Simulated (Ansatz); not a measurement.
Relaxation of Cl₂H₅NO₂Zr (11 atoms, charge 0, multiplicity 1), to a largest force component of 0.03 eV/Å in at most 50 steps.

These are results of RKS PBE0/def2-SVP (Ansatz 0.2.0), not measurements.

```xyz
11
Properties=species:S:1:pos:R:3
Zr -0.651 -0.156 -0.578
Cl 0.013 0.833 2.947
O 1.205 -0.463 -0.288
H 2.043 -0.754 0.073
N -0.892 1.806 -0.954
H -1.779 2.306 -0.953
H -0.145 2.469 -1.149
Cl -1.268 -1.368 -2.533
O -1.994 -0.757 0.817
H -2.642 -1.457 0.925
H -1.094 0.179 2.593
```

**Question.** Where does it end, and by what steps?

**Answer.** It converged. After 8 steps the energy has fallen by 0.152 eV; Cl2 moved furthest, 0.38 Å.

```json
{"step": "0", "energy less start (eV)": "0.0000", "largest force component (eV/Å)": "0.972", "accepted": "yes"}
{"step": "1", "energy less start (eV)": "-0.1047", "largest force component (eV/Å)": "0.520", "accepted": "yes"}
{"step": "2", "energy less start (eV)": "-0.1343", "largest force component (eV/Å)": "0.364", "accepted": "yes"}
{"step": "3", "energy less start (eV)": "-0.1272", "largest force component (eV/Å)": "0.933", "accepted": "no"}
{"step": "4", "energy less start (eV)": "-0.1490", "largest force component (eV/Å)": "0.069", "accepted": "yes"}
{"step": "5", "energy less start (eV)": "-0.1501", "largest force component (eV/Å)": "0.066", "accepted": "yes"}
{"step": "6", "energy less start (eV)": "-0.1512", "largest force component (eV/Å)": "0.040", "accepted": "yes"}
{"step": "7", "energy less start (eV)": "-0.1512", "largest force component (eV/Å)": "0.042", "accepted": "yes"}
{"step": "8", "energy less start (eV)": "-0.1515", "largest force component (eV/Å)": "0.026", "accepted": "yes"}
```

```xyz
11
Properties=species:S:1:pos:R:3
Zr -0.623 -0.169 -0.611
Cl -0.317 0.725 3.112
O 1.240 -0.462 -0.343
H 2.089 -0.721 0.017
N -0.870 1.795 -0.968
H -1.757 2.294 -0.928
H -0.130 2.468 -1.161
Cl -1.378 -1.406 -2.500
O -1.820 -0.685 0.868
H -2.528 -1.279 1.128
H -1.112 0.077 2.286
```

Whether the end is a true minimum wasn't checked by a vibrational analysis.

Time of the run: 26 s on 4 threads of Arm Neoverse V2 (shared host), peak memory 0.37 GiB.
